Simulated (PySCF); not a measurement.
# Worked example: chemical shift, span and skew from a shielding tensor

silanone (H2OSi), SMILES O=[SiH2]. Atoms are numbered in the order given.

```xyz
4

Si     0.0000     0.0000     0.4357
O      0.0000     0.0000    -1.0792
H      0.0000    -1.2263     1.2671
H      0.0000     1.2263     1.2671
```
Charge 0, spin multiplicity 1.

Geometry optimised at ωB97X-D3(BJ)/def2-TZVP.

GIAO shieldings from HF/pcSseg-2 (PySCF), non-relativistic, no solvent. The symmetric part of the tensor of Si1 has the principal values 97.4, 354.3, 458.7 ppm. The same nucleus in TMS has σ = 383.2 ppm at this level (PySCF, at its B3LYP-D3(BJ)/def2-TZVP geometry).

**Question.** Work out the isotropic shielding, the ²⁹Si shift against TMS, the span and the skew.

**Answer.** 
σ(iso) = (σ11 + σ22 + σ33)/3 = 303.5 ppm. δ = σ(ref) − σ(iso) = 383.2 − (303.5) = 79.7 ppm.
Span Ω = σ33 − σ11 = 361.3 ppm. Skew κ = 3(σ(iso) − σ22)/Ω = -0.42. Tumbling in solution averages the tensor to δ; in a static solid the shielding alone would spread this spin-1/2 line over Ω.
